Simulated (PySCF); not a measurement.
PySCF input for C₂HCl₂, SMILES ClC(Cl)=[CH], multiplicity 2, PBE/pcH-1. Geometry: PBE0-D3(BJ)/def2-SVP. The isomer is the one that the SMILES or the coordinates give; other isomers of the formula were not compared.

```python
import numpy as np
from pyscf import gto, scf, dft
from pyscf.prop.hfc import uks as hfc
from pyscf.prop.gtensor import uks as gtensor

mol = gto.M(
    atom='''
    C    -1.77154730   -0.06048334    0.00000000
    C    -0.46262377    0.00034619    0.00000000
    Cl    0.40487772    1.49063769    0.00000000
    Cl    0.53502596   -1.42280074    0.00000000
    H    -2.57333610   -0.79240531    0.00000000
    ''',
    basis='pcH-1',
    charge=0,
    spin=1,
    max_memory=1600,
    verbose=3,
)
mf = dft.UKS(mol, xc='pbe')
mf.grids.level = 3
mf.conv_tol = 1e-10
mf.max_cycle = 100
mf.kernel()
fine, coarse = mf.grids, dft.Grids(mol).set(level=1).build(with_non0tab=True)
for _ in range(3):  # follow internal instabilities
    mf.grids = coarse
    mo, _, stable, _ = mf.stability(return_status=True, nroots=4)
    mf.grids = fine
    if stable:
        break
    mf.kernel(mf.make_rdm1(mo, mf.mo_occ))
A = hfc.HFC(mf).make_fcdip(mf.make_rdm1())  # Fermi contact and dipolar terms, MHz
print('atom   A(iso)/MHz   principal dipolar parts/MHz')
for i, a in enumerate(A):
    w = np.linalg.eigvalsh((a + a.T) / 2)
    print(f'{mol.atom_symbol(i):2s}{i + 1:3d} {w.mean():12.2f}', (w - w.mean()).round(2))
gt = gtensor.GTensor(mf)
gt.dia_soc2e, gt.para_soc2e, gt.so_eff_charge = None, None, True
gt.max_cycle_cphf = 60
g = gt.kernel()
```

It prints:

```

WARN: HOMO -0.230774439151377 >= LUMO -0.230774439151362

converged SCF energy = -996.608231272678  <S^2> = 0.75950488  2S+1 = 2.0094824
<class 'pyscf.dft.uks.UKS'> wavefunction is stable in the internal stability analysis
atom   A(iso)/MHz   principal dipolar parts/MHz
C   1       294.70 [-80.62 -58.45 139.07]
C   2        -0.32 [-19.96   2.47  17.49]
Cl  3        10.31 [-13.41  -8.48  21.89]
Cl  4        20.04 [-23.7  -19.56  43.26]
H   5        10.71 [-30.39  -7.89  38.28]
SOC(1e)/OZ [-0.00373213  0.0017994  -0.00394034]
free electron g 2.00231930436182
g-tensor total [1.99839549 2.00410744 1.99821109]
g-shift (ppt) [-3.92381654  1.78813649 -4.10821912]
```

The calculation finished and met its thresholds.
